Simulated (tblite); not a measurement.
Q: Give a GFN2-xTB geometry of `C[S+]/C=C/C(F)(F)F` [radical]. (Charge +1 and doublet state.)

A: 
```
atom  x, y, z in Å
C1     2.747    0.041    0.155
S2     1.477   -0.702   -0.853
C3     0.044   -0.085   -0.109
C4    -1.179   -0.403   -0.564
C5    -2.438    0.140    0.086
F6    -3.199   -0.860    0.523
F7    -2.156    0.929    1.123
F8    -3.137    0.849   -0.796
H9     2.657   -0.300    1.188
H10    3.716   -0.255   -0.243
H11    2.661    1.128    0.137
H12    0.165    0.572    0.745
H13   -1.362   -1.053   -1.410
```

Any rigid rotation of these coordinates is as good. Atoms count from 1 in this order. C3 (carbon bonded to C, S and H) is planar (angles 121.7°, 120.7° and 117.6°, sum 360.0°, 0.00 Å off the plane of its three neighbours). The C–C distances run from 1.344 Å (C3=C4, drawn double in one of several resonance forms) to 1.517 Å (C4–C5, drawn single), a spread of 0.173 Å. The 2 C–S bonds span 1.728 Å (S2–C3, drawn single in one of several resonance forms) to 1.783 Å (C1–S2, drawn single), a spread of 0.055 Å. Of the pairs four or more bonds apart, F7···H12 is among the closest relative to their van der Waals radii: 2.38 Å, 89 % of the sum of Bondi's values.

Bonds between heavy atoms (Å): C1–S2 1.783, S2–C3 1.728, C3=C4 1.344, C4–C5 1.517, C5–F6 1.329, C5–F7 1.333, C5–F8 1.330.

Structure optimised with GFN2-xTB, isolated species. This method treats the open shell by occupation alone, without spin polarisation.

Its GFN2-xTB frequencies are all real (lowest 25 cm⁻¹). Torsions: C1–S2–C3–C4 180°.

One conformer stands for the species.

These are computed values.
